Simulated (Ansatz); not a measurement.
C2H5BF2 (`CC(F)BF`). The species carries charge 0 and has multiplicity 1. All single points use the PBE0-D4/def2-TZVP geometry. It is one conformer, not always the lowest.

```xyz
10

C    -0.078   -1.114   -0.396
C    -0.467    0.157    0.338
F    -0.648   -0.133    1.691
B     0.582    1.315    0.161
F     0.801    1.763   -1.065
H    -0.841   -1.881   -0.253
H     0.874   -1.504   -0.028
H     0.020   -0.914   -1.465
H    -1.440    0.502   -0.043
H     1.196    1.810    1.061
```

**Question.** What is the dipole moment at r2SCAN/def2-TZVPP? (Best estimate.)

**Answer.** The calculation gave: 1.23 D, with components (-0.13, -0.40, -1.15) D in this frame, pointing from negative to positive charge.

**Question.** And with PBE, B3LYP, ωB97M-V? (Estimate.)

**Answer.** Computed: PBE 1.22 D, B3LYP 1.20 D, ωB97M-V 1.21 D.

**Question.** Give the Mulliken charges with r2SCAN, ωB97M-V, B3LYP in def2-TZVPP. (Best estimate.)

**Answer.** The calculation gave: 
```json
{"atom": "C1", "r2SCAN": "-0.15", "ωB97M-V": "-0.32", "B3LYP": "-0.26"}
{"atom": "C2", "r2SCAN": "0.19", "ωB97M-V": "0.13", "B3LYP": "0.18"}
{"atom": "F3", "r2SCAN": "-0.26", "ωB97M-V": "-0.24", "B3LYP": "-0.26"}
{"atom": "B4", "r2SCAN": "0.29", "ωB97M-V": "0.17", "B3LYP": "0.22"}
{"atom": "F5", "r2SCAN": "-0.25", "ωB97M-V": "-0.23", "B3LYP": "-0.24"}
{"atom": "H6", "r2SCAN": "0.06", "ωB97M-V": "0.12", "B3LYP": "0.10"}
{"atom": "H7", "r2SCAN": "0.06", "ωB97M-V": "0.11", "B3LYP": "0.09"}
{"atom": "H8", "r2SCAN": "0.06", "ωB97M-V": "0.11", "B3LYP": "0.10"}
{"atom": "H9", "r2SCAN": "0.03", "ωB97M-V": "0.09", "B3LYP": "0.07"}
{"atom": "H10", "r2SCAN": "-0.02", "ωB97M-V": "0.04", "B3LYP": "0.01"}
```

B3LYP here is the variant with VWN-RPA as its local correlation; programs differ in this.
